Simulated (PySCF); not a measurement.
## C15H11F3O4S: Orbital levels and atomic charges

System: C15H11F3O4S (non-ionic photoacid generator), SMILES O=C(c1ccccc1)[C@H](OS(=O)(=O)C(F)(F)F)c1ccccc1.

Cartesian coordinates (Å):
```
  1 O     0.398    1.002    2.042
  2 C     0.542    0.614    0.901
  3 C     1.805    0.097    0.371
  4 C     1.991   -0.243   -0.971
  5 C     3.231   -0.671   -1.406
  6 C     4.291   -0.774   -0.517
  7 C     4.112   -0.451    0.819
  8 C     2.878   -0.016    1.260
  9 C    -0.683    0.701   -0.011
 10 O    -1.722    1.264    0.774
 11 S    -1.376    2.546    1.666
 12 O    -1.660    2.420    3.046
 13 O    -0.280    3.290    1.144
 14 C    -2.872    3.486    0.982
 15 F    -4.027    2.893    1.274
 16 F    -2.915    4.731    1.452
 17 F    -2.772    3.553   -0.350
 18 C    -1.131   -0.662   -0.480
 19 C    -1.521   -0.875   -1.795
 20 C    -1.940   -2.132   -2.198
 21 C    -1.975   -3.178   -1.292
 22 C    -1.601   -2.964    0.024
 23 C    -1.182   -1.710    0.431
 24 H     1.175   -0.171   -1.671
 25 H     3.376   -0.922   -2.446
 26 H     5.259   -1.099   -0.869
 27 H     4.935   -0.534    1.513
 28 H     2.715    0.252    2.293
 29 H    -0.469    1.377   -0.849
 30 H    -1.501   -0.059   -2.503
 31 H    -2.243   -2.295   -3.221
 32 H    -2.301   -4.158   -1.608
 33 H    -1.636   -3.774    0.736
 34 H    -0.900   -1.535    1.459
```

Method: CAM-B3LYP/def2-SVP, gas phase, PySCF, fitting set def2-universal-JFIT up to Ne and JKFIT beyond, grid level 1.

(1) Give the orbital energies near the gap.

(2) Give the partial charges of the non-hydrogen atoms.

Answers

(1) 
```
orbital     eV
 HOMO-4  -9.63
 HOMO-3  -9.38
 HOMO-2  -9.20
 HOMO-1  -9.11
   HOMO  -8.93
   LUMO  -1.21
 LUMO+1   0.12
 LUMO+2   0.42
 LUMO+3   0.51
```

(2) 
```json
{"atom": "O1", "Mulliken": "-0.18", "IAO": "-0.40", "Hirshfeld": "-0.18"}
{"atom": "C2", "Mulliken": "0.02", "IAO": "0.37", "Hirshfeld": "0.16"}
{"atom": "C3", "Mulliken": "0.03", "IAO": "-0.06", "Hirshfeld": "-0.02"}
{"atom": "C4", "Mulliken": "0.02", "IAO": "-0.12", "Hirshfeld": "-0.03"}
{"atom": "C5", "Mulliken": "0.02", "IAO": "-0.14", "Hirshfeld": "-0.04"}
{"atom": "C6", "Mulliken": "0.04", "IAO": "-0.11", "Hirshfeld": "-0.02"}
{"atom": "C7", "Mulliken": "0.03", "IAO": "-0.14", "Hirshfeld": "-0.04"}
{"atom": "C8", "Mulliken": "0.01", "IAO": "-0.10", "Hirshfeld": "-0.02"}
{"atom": "C9", "Mulliken": "0.30", "IAO": "0.04", "Hirshfeld": "0.04"}
{"atom": "O10", "Mulliken": "-0.42", "IAO": "-0.58", "Hirshfeld": "-0.13"}
{"atom": "S11", "Mulliken": "0.89", "IAO": "2.15", "Hirshfeld": "0.55"}
{"atom": "O12", "Mulliken": "-0.38", "IAO": "-0.83", "Hirshfeld": "-0.29"}
{"atom": "O13", "Mulliken": "-0.43", "IAO": "-0.86", "Hirshfeld": "-0.31"}
{"atom": "C14", "Mulliken": "0.45", "IAO": "0.61", "Hirshfeld": "0.22"}
{"atom": "F15", "Mulliken": "-0.15", "IAO": "-0.26", "Hirshfeld": "-0.09"}
{"atom": "F16", "Mulliken": "-0.15", "IAO": "-0.26", "Hirshfeld": "-0.08"}
{"atom": "F17", "Mulliken": "-0.16", "IAO": "-0.28", "Hirshfeld": "-0.10"}
{"atom": "C18", "Mulliken": "-0.01", "IAO": "-0.01", "Hirshfeld": "0.00"}
{"atom": "C19", "Mulliken": "0.00", "IAO": "-0.14", "Hirshfeld": "-0.04"}
{"atom": "C20", "Mulliken": "0.02", "IAO": "-0.14", "Hirshfeld": "-0.04"}
{"atom": "C21", "Mulliken": "0.03", "IAO": "-0.13", "Hirshfeld": "-0.03"}
{"atom": "C22", "Mulliken": "0.03", "IAO": "-0.13", "Hirshfeld": "-0.03"}
{"atom": "C23", "Mulliken": "0.01", "IAO": "-0.13", "Hirshfeld": "-0.04"}
```
